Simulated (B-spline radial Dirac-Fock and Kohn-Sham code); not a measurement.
Internal conversion coefficients of Mo at 2000 keV

Z = 42 (molybdenum), transition energy 2000 keV. These are calculated numbers from a radial finite-basis atomic code; the model is a Dirac-Hartree-Slater potential of the neutral atom with a Latter tail (no hole, which puts coefficients of high multipoles low close above an edge), finite nucleus with surface currents. Subshells that would emit electrons below 1 keV are left out, and so is internal pair formation.

The run's input, task.json:

```json
{"items": [{
  "Z": 42,
  "q": 0,
  "cfg": [[1, 0, 2], [2, 0, 2], [2, 1, 6], [3, 0, 2], [3, 1, 6], [3, 2, 10], [4, 0, 2], [4, 1, 6], [4, 2, 5], [5, 0, 1]],
  "A": 98,
  "rrms": 4.4091,
  "do": "conversion",
  "gamma": [2000],
  "edges": {"K": 20000.0, "L1": 2866.0, "L2": 2625.0, "L3": 2520.0, "M1": 506.3, "M2": 411.6, "M3": 394.0, "M4": 231.1, "M5": 227.9, "N1": 63.2}
}]}
```

Launch: `python xray2_run.py task.json out`

```tsv
subshell	electron energy (keV)	E3	E4	M1	M2	M3
K	1980.00	0.000280	0.000447	0.000173	0.000329	0.000549
L1	1997.13	3.03e-05	4.88e-05	1.87e-05	3.59e-05	6.06e-05
L2	1997.38	7.82e-07	1.99e-06	2.17e-07	6.35e-07	1.49e-06
L3	1997.48	4.25e-07	7.28e-07	1.67e-07	2.31e-07	4.15e-07
M1	1999.49	5.45e-06	8.80e-06	3.36e-06	6.47e-06	1.09e-05
M2	1999.59	1.49e-07	3.81e-07	4.13e-08	1.21e-07	2.85e-07
M3	1999.61	8.12e-08	1.39e-07	3.18e-08	4.40e-08	7.95e-08
M4	1999.77	6.22e-11	1.66e-10	1.43e-11	3.22e-11	1.07e-10
M5	1999.77	1.05e-10	1.61e-10	5.67e-11	7.00e-11	9.58e-11
N1	1999.94	9.35e-07	1.51e-06	5.76e-07	1.11e-06	1.88e-06
N2	1999.96	2.23e-08	5.70e-08	6.18e-09	1.81e-08	4.26e-08
N3	1999.96	1.20e-08	2.07e-08	4.72e-09	6.54e-09	1.18e-08
N4	1999.99	2.48e-12	6.63e-12	5.69e-13	1.29e-12	4.26e-12
N5	1999.99	4.14e-12	6.34e-12	2.23e-12	2.76e-12	3.77e-12
total		0.000318	0.000510	0.000196	0.000374	0.000625
```

Task: For a pure M2 transition, what fraction of decays emits a photon?

Result: 1/(1 + α) = 1.00 with the total α = 0.000374; the total includes the outer subshells that are not listed, and pair formation is not counted.
